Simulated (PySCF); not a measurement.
C2H4ClFSi2, SMILES C#C[SiH2][Si@H](F)Cl. Atoms are numbered in the order given.

```xyz
10

C      3.1086    -0.0066    -0.5259
C      2.1958    -0.3210     0.2151
Si     0.7673    -0.7658     1.2682
Si    -1.1817    -0.2495     0.0691
F     -1.2630    -1.1957    -1.2522
Cl    -1.0413     1.7216    -0.5502
H      3.9180     0.2700    -1.1772
H      0.7806     0.0368     2.5239
H      0.8041    -2.2160     1.6090
H     -2.4585    -0.4161     0.8099
```
Charge 0, spin multiplicity 1.

Coordinates come from a B3LYP-D3(BJ)/def2-SVP optimisation. The structure was generated by enumeration; whether it is a known compound was not checked. Other conformers were not sampled.

Two levels are set side by side: PBE/pcSseg-1 (PySCF) and B3LYP/pcSseg-1 (PySCF). GIAO shifts against CFCl3 (¹⁹F), HCl (³⁵Cl), TMS (²⁹Si), TMS (¹H), TMS (¹³C) at the same level; non-relativistic, no solvent, atoms listed together averaged. Without spin–orbit terms, shifts of atoms bonded to Cl or Br come out too high at both levels. Differences are taken from unrounded values.

| quantity | B3LYP |
|---|---|
| δ(¹³C) of C1 (ppm) | 108.5 |
| δ(¹³C) of C2 (ppm) | 77.8 |
| δ(²⁹Si) of Si3 (ppm) | -96.2 |
| δ(²⁹Si) of Si4 (ppm) | 25.8 |
| δ(¹⁹F) of F5 (ppm) | -176.5 |
| δ(³⁵Cl) of Cl6 (ppm) | 69.0 |
| δ(¹H) of H7 (ppm) | 2.65 |
| δ(¹H) of H10 (ppm) | 6.10 |

Task: What does PBE give, and how far is it from B3LYP? (The exact figures need the calculation; the answer reports its results.)

Result: 
| quantity | PBE | PBE minus B3LYP |
|---|---|---|
| δ(¹³C) of C1 (ppm) | 107.8 | -0.8 |
| δ(¹³C) of C2 (ppm) | 76.6 | -1.2 |
| δ(²⁹Si) of Si3 (ppm) | -100.6 | -4.4 |
| δ(²⁹Si) of Si4 (ppm) | 30.5 | 4.7 |
| δ(¹⁹F) of F5 (ppm) | -188.8 | -12.3 |
| δ(³⁵Cl) of Cl6 (ppm) | 96.1 | 27.1 |
| δ(¹H) of H7 (ppm) | 2.64 | -0.01 |
| δ(¹H) of H10 (ppm) | 6.50 | 0.40 |

Rough cost on one machine, each run with all the roots and properties that it gave: B3LYP against PBE within a factor of 2.
